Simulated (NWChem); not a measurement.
C₃H₇NSi; SMILES [SiH3][C@H](C#C)N

```xyz
12

C     -0.8474    -2.3646     0.1126
C     -0.2616    -1.3280    -0.1778
C      0.4543    -0.0785    -0.4397
N      1.7603     0.0672     0.2270
Si    -0.6135     1.4476     0.0533
H     -1.3648    -3.2814     0.3568
H      0.6104     0.0286    -1.5376
H      2.3898    -0.6872    -0.0813
H      1.6348    -0.0819     1.2376
H      0.0392     2.6990    -0.4617
H     -0.6894     1.4951     1.5551
H     -1.9996     1.3245    -0.5161
```
Atoms are numbered in this order, from 1.

Results from NWChem. Pople sets run with spherical d functions. Geometry: optimised at PBE-D3(BJ)/def2-SVP. Not confirmed as a minimum by frequencies. Level: M05-2X/6-31G* with SMD (1 M gas to 1 M solution), gas-phase geometry. Reactions with the solvent are ignored.

```tsv
solvent	dielectric constant	solvation free energy (kcal/mol)	cavity-dispersion-structure term (kcal/mol)	dipole in solution (D)
water	78.4	-2.8	5.1	1.49
chlorobenzene	5.70	-5.4	1.1	1.43
1-propanol	20.5	-5.5	2.0	1.48
diethyl ether	4.24	-5.1	0.8	1.42
N,N-dimethylformamide	37.2	-5.0	2.7	1.48
toluene	2.37	-3.6	0.8	1.36
1-octanol	9.86	-4.8	2.3	1.46
```
